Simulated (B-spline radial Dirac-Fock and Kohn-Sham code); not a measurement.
## The C-like isoelectronic sequence (6 electrons), Z = 36 to 52

Calculated with a B-spline atomic structure program, using multi-electron Dirac-Fock with separately optimised hole states, Breit and Lamb-shift corrections added in first order. Binding energies in eV, tabulated ground configurations ([He] 2s2 2p2 throughout). Correlation energy is missing from these numbers.

| ion | 1s | 2s | outermost level | NIST ionisation energy |
| --- | --- | --- | --- | --- |
| Kr³⁰⁺ | 16468.5 | 3687.8 | 3554.4 (2p) | 3584 ± 4 |
| Rb³¹⁺ | 17452.3 | 3922.5 | 3780.8 (2p) | 3815 ± 4 |
| Sr³²⁺ | 18466.3 | 4165.0 | 4014.4 (2p) | 4053 ± 4 |
| Zr³⁴⁺ | 20585.2 | 4673.3 | 4503.2 (2p) | 4553 ± 5 |
| Nb³⁵⁺ | ? | ? | ? | ? |
| Mo³⁶⁺ | 22826.9 | 5213.0 | 5021.0 (2p) | 5084 ± 6 |
| Tc³⁷⁺ | 23994.4 | 5494.8 | 5290.8 (2p) | 5361 ± 6 |
| Ru³⁸⁺ | 25193.1 | 5784.7 | 5567.9 (2p) | 5647 ± 6 |
| Rh³⁹⁺ | 26423.4 | 6082.8 | 5852.4 (2p) | 5940 ± 7 |
| Pd⁴⁰⁺ | 27685.5 | 6389.1 | 6144.3 (2p) | 6242 ± 7 |
| Ag⁴¹⁺ | 28979.7 | 6703.6 | 6443.6 (2p) | 6551 ± 7 |
| Cd⁴²⁺ | 30306.2 | 7026.6 | 6750.4 (2p) | 6869 ± 8 |
| In⁴³⁺ | 31665.2 | 7358.0 | 7064.7 (2p) | 7196 ± 8 |
| Sn⁴⁴⁺ | 33057.1 | 7697.9 | 7386.4 (2p) | 7531 ± 8 |
| Sb⁴⁵⁺ | 34482.1 | 8046.5 | 7715.8 (2p) | 7887 ± 4 |
| Te⁴⁶⁺ | 35940.6 | 8403.8 | 8052.7 (2p) | 8240 ± 4 |

Task: Fill in the row of Nb³⁵⁺.

Result: 1s 21690.6, 2s 4939.2, outermost 4758.4 (2p), NIST 4815 ± 5 eV.

NIST's values are for the lowest levels; a dash marks a value that is missing or belongs to another shell. Their kind here: semi-empirical, theoretical. Where a p, d or f shell is open in either ion the computed value averages over both j values and all terms, while the table refers to the lowest levels; that difference holds spin-orbit splitting (largest in heavy or highly charged ions), term energies where several electrons share open shells, and correlation, and it can reach 10 % or more.
